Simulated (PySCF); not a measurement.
C4H10Be (SMILES C[CH2][Be][CH2]C), singlet, at a GFN2-xTB geometry (such geometries of metal compounds can be far from the true shape). Base run: PySCF with HF/STO-3G.

The PySCF input:
```python
from pyscf import gto, scf

mol = gto.M(
    atom='''
Be   -0.09081034    0.01872497    0.20027093
C     1.32070666   -0.71148577    0.89772379
C     1.44251605   -2.21968855    0.60334143
H     1.37529665   -0.60868911    1.98748926
H     2.25915027   -0.25807647    0.55825464
H     1.49397659   -2.40834793   -0.46683900
H     0.58806175   -2.76629205    0.99669622
H     2.34312134   -2.63409640    1.05933065
C    -1.49422068    0.74726413   -0.51506015
C    -1.24962784    2.17991526   -1.02873242
H    -2.35133980    0.80994789    0.16505276
H    -1.89302523    0.18258197   -1.36569797
H    -0.47127846    2.19746894   -1.78859478
H    -0.94010612    2.83888312   -0.22030607
H    -2.15686075    2.59568972   -1.47010527
''',
    basis='sto-3g',
    verbose=3,
)

mf = scf.RHF(mol)
mf.kernel()
mo_i, mo_e, stable_i, stable_e = mf.stability(internal=True, external=True, return_status=True, nroots=6, tol=1e-6)
print('internally stable:', stable_i, ' externally stable:', stable_e)
if not stable_e:
    umf = mf.to_uhf() if not hasattr(mf, 'xc') else mf.to_uks()
    umf.scf_summary = {}
    umf.kernel(umf.make_rdm1(mo_e, umf.mo_occ))
mf.analyze()
```

The bond that is stretched is that between atoms 5 and 2. A test that says stable can miss a lower solution.

Each row names what was changed in the base input (with any setting that the change needs).

```
change       ΔE vs base (eV)  <S^2>  E after following the instability (Eh)  <S^2> there  HOMO-LUMO gap (eV)   stability test says
-----------  ---------------  -----  --------------------------------------  -----------  ------------------  --------------------
base                    0.00  0.000                                       -            -               16.20                stable
bond × 1.25             1.18  0.000                                       -            -               15.96                stable
bond × 1.5              3.25  0.000                              -169.77342         0.25               14.87  external instability
bond × 1.8              5.73  0.000                              -169.73383         0.77               12.17  external instability
bond × 2.2              8.33  0.000                              -169.72057         0.96                8.68  external instability
bond × 3.0             11.07  0.000                              -169.71721         1.01                4.93  external instability
```

Where a bond breaks into two radicals, a solution with restricted orbitals usually stops being the lowest and lies too high; an unrestricted one lies lower at the price of spin contamination, which <S^2> shows.
